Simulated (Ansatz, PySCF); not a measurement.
Species: InBr₂, charge 0, multiplicity 2. It need not be the lowest isomer of its formula. SMILES: [Br][In][Br]
Structure (B3LYP-D3(BJ)/def2-TZVP (Ansatz, a quantum-chemistry and plane-wave program) minimum search):
```
In
Br 1 2.5425
Br 1 2.5425 2 121.33
```
Charge 0, spin multiplicity 2.

Wanted: atomisation energy (electronic, to ground-state atoms), in kcal/mol. Correlated levels leave the core frozen unless marked. Open shells are spin-unrestricted. Spin-orbit coupling is left out. The frozen core is the preceding noble-gas configuration, with the filled d and f shells of earlier blocks. In def2 rows, elements after Kr have scalar-relativistic effective core potentials. The coupled-cluster limit lacks core correlation, which all-electron functionals hold. CBS(X,Y): correlation extrapolated as X^-3; Hartree-Fock from the larger set. [CCSD(T)-MP2]/basis is that difference in the basis named.

| level | program | atomisation energy (kcal/mol) | minus last row |
|---|---|---|---|
| HF/def2-QZVPP | Ansatz | 98.0 | -38.2 |
| BLYP/def2-TZVPD | Ansatz | 126.4 | -9.8 |
| BP86-D4/def2-TZVPD | PySCF + dftd4 | 138.3 | 2.1 |
| B3LYP/def2-TZVPD | Ansatz | 127.0 | -9.2 |
| CAM-B3LYP/def2-TZVPD | Ansatz | 127.1 | -9.1 |
| MP2/def2-SVP | Ansatz | 127.8 | -8.4 |
| SCS-MP2/def2-TZVPPD | Ansatz | 130.6 | -5.6 |
| CCSD/def2-TZVPP | Ansatz | 125.3 | -10.9 |
| RI-MP2/CBS(def2-TZVPP,def2-QZVPP)+[CCSD(T)-MP2]/def2-TZVPP | Ansatz | 136.2 | 0.0 |
| RI-MP2/CBS(def2-TZVPPD,def2-QZVPPD)+[CCSD(T)-MP2]/def2-TZVPPD | Ansatz | 136.2 | 0.0 |
